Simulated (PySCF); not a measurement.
**Magnetisability: SMILES CC1(C)CCC(=O)N1, C₆H₁₁NO**

Geometry (Å), atoms numbered from 1 in this order:
```xyz
19

C    -1.4087   -0.9080    0.9823
C    -0.4808   -0.1137    0.0654
C    -1.2404    0.3682   -1.1755
C     0.7854   -0.9082   -0.3182
C     1.9146    0.1210   -0.3120
C     1.3991    1.2439    0.5778
O     2.0298    2.1718    1.0256
N     0.0844    1.0186    0.7743
H    -0.8952   -1.1705    1.9041
H    -1.7294   -1.8218    0.4890
H    -2.2913   -0.3233    1.2316
H    -2.0640    1.0175   -0.8869
H    -0.5758    0.9269   -1.8298
H    -1.6446   -0.4784   -1.7242
H     0.9747   -1.6742    0.4344
H     0.6726   -1.3981   -1.2835
H     2.8572   -0.2686    0.0672
H     2.0988    0.5354   -1.3046
H    -0.4963    1.6708    1.2756
```

Computed, not measured: GIAO PBE/pcSseg-1 magnetisability, rotational g tensor and spin-rotation constants, non-relativistic, gas phase in PySCF. Geometry: GFN2-xTB.

How diamagnetic is it, and how anisotropic?

Isotropic -1253 × 10⁻³⁰ J/T², or -75.4 × 10⁻⁶ cm³/mol; principal values -1317, -1256, -1186 × 10⁻³⁰ J/T², anisotropy 113 × 10⁻³⁰ J/T² (root of half the summed squared differences of the principal values). The susceptibility is in cgs units.

Split it along the inertial axes a, b, c into diamagnetic and paramagnetic parts about the centre of mass, with the quadrupole moment.


| axis | χ (10⁻⁶ cm³/mol) | diamagnetic (10⁻⁶ cm³/mol) | paramagnetic (10⁻⁶ cm³/mol) | summed x² of all electrons (Å²) | quadrupole Θ (D Å) |
| --- | --- | --- | --- | --- | --- |
| a | -75.6 | -469.4 | 393.8 | 158.6 | -11.85 |
| b | -71.5 | -876.3 | 804.9 | 62.6 | +7.81 |
| c | -79.2 | -938.5 | 859.2 | 48.0 | +4.04 |

Anisotropies 2χaa − χbb − χcc = -0.6 and 2χbb − χaa − χcc = +11.9 × 10⁻⁶ cm³/mol. Θ is traceless in Buckingham's convention.

And the rotational g tensor?


| axis | rotational constant (GHz) | g | nuclear part | electronic part |
| --- | --- | --- | --- | --- |
| a | 3.5606 | -0.0151 | 0.6436 | -0.6587 |
| b | 1.5937 | -0.0186 | 0.5840 | -0.6026 |
| c | 1.4637 | -0.0102 | 0.5807 | -0.5908 |

Asymmetric top; isotopes 12C, 1H, 14N, 16O; no vibrational averaging.
